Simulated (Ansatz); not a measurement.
The same atomization along the group F, Cl, Br.

Computed with Ansatz on PBE0-D4/def2-TZVP structures; ΔE is electronic, products minus reactants. CBS: MP2 limit from def2 TZ/QZ plus the TZ coupled-cluster correction, frozen cores. This one scheme is used for every species, atoms too. DFT in def2-TZVPP. Open shells (•) are unrestricted, without spin–orbit coupling. Spin–orbit coupling would lower the free atoms: a little for C, Cl, F, O, Si; clearly for Br. For Br outer-core shells are correlated without core-valence functions, so the limit isn't a true one: a few kJ/mol of doubt a bond, and 10 to 20 or more in all where bonds break to atoms. Scalar relativity is left out up to krypton. One conformer a species, not always the lowest.

```csv
reaction,CCSD(T)/CBS(def2) (kcal/mol)
`CO[Si]F` → F• + C• + 3 H• + O• + Si•,663.4
`CO[Si]Cl` → Cl• + C• + 3 H• + O• + Si•,?
`CO[Si]Br` → Br• + C• + 3 H• + O• + Si•,607.5
```

(1) Fill in the missing values. (Estimate.)

Largest T1 diagnostic: 0.014, for `CO[Si]F`.

Answers

(1) Ansatz gave: `CO[Si]Cl` → Cl• + C• + 3 H• + O• + Si•: +619.3 kcal/mol.

For atomizations the MP2-based limit and the directly extrapolated one differ by several kJ/mol either way, and by 10 to 25 for some Ge, Se and Sn compounds, so smaller differences from it don't rank the levels.
